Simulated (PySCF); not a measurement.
## Gas-phase thermal properties of GeHCl₃

Energies from PySCF (xtb for GFN2), thermal terms from the rigid-rotor harmonic-oscillator model, ideal gas at 1 bar. 6-31G* has spherical d functions here. All species are closed-shell singlets. B3LYP is the form with VWN-RPA correlation. Ge: all electrons, no relativistic terms. The harmonic model lacks anharmonicity and excited electronic states, which grow with temperature; levels with a mode under 35 cm⁻¹ are left out.

| level | point group | σ | ZPE (kJ/mol) | S°298 (J/mol/K) | Cp298 (J/mol/K) | S°1000 (J/mol/K) | H1000 − H298 (kJ/mol) |
|---|---|---|---|---|---|---|---|
| B3LYP/6-31G* | C3v | 3 | 31.6 | 331.5 | 82.1 | 444.3 | 66.8 |
| GFN2-xTB | C3v | 3 | 26.6 | 338.2 | 85.6 | 454.1 | 68.4 |
| HF/6-31G* | C3v | 3 | 34.5 | 326.5 | 79.6 | 437.5 | 65.8 |
| PBE/def2-SVP | C3v | 3 | 31.0 | 332.3 | 82.3 | 445.4 | 66.9 |
| PBE0/def2-TZVP | C3v | 3 | 32.4 | 329.6 | 81.3 | 441.9 | 66.5 |
σ: rotational symmetry number. Electronic degeneracy used: 1. Frequencies are unscaled.
